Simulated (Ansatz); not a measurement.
C$_{2}$H$_{8}$B$_{2}$, SMILES `BCBC` at its PBE0-D4/def2-TZVP geometry, where that method's forces vanish. The species carries charge 0 and has multiplicity 1.

```xyz
12

B    -0.7074   -1.1003    1.2116
C     0.4121   -1.0990    0.1423
B     0.7748    0.3999   -0.1408
C    -0.1482    1.3572   -0.9505
H    -1.8089   -0.7230    0.9283
H    -0.4931   -1.4382    2.3402
H     1.2804   -1.6953    0.4220
H    -0.0512   -1.4539   -0.7906
H     1.8042    0.8369    0.2994
H    -1.0776    0.9161   -1.3156
H     0.4086    1.7629   -1.8046
H    -0.3938    2.2368   -0.3417
```

What forces (eV/Å) does B3LYP-D4/def2-TZVPP give on these atoms in Ansatz 0.2.0? (Estimate.)

The calculation gave: 
```
B1  -0.137 -0.034  0.143
C2  -0.007 -0.035 -0.042
B3   0.182  0.069  0.041
C4  -0.025  0.061 -0.032
H5   0.122 -0.045  0.041
H6  -0.030  0.041 -0.118
H7  -0.046  0.016 -0.030
H8   0.047 -0.021  0.038
H9  -0.108 -0.041 -0.043
H10  0.042  0.030  0.010
H11 -0.033 -0.013  0.020
H12 -0.006 -0.028 -0.029
```

B3LYP here is the variant with VWN-RPA as its local correlation; programs differ in this.
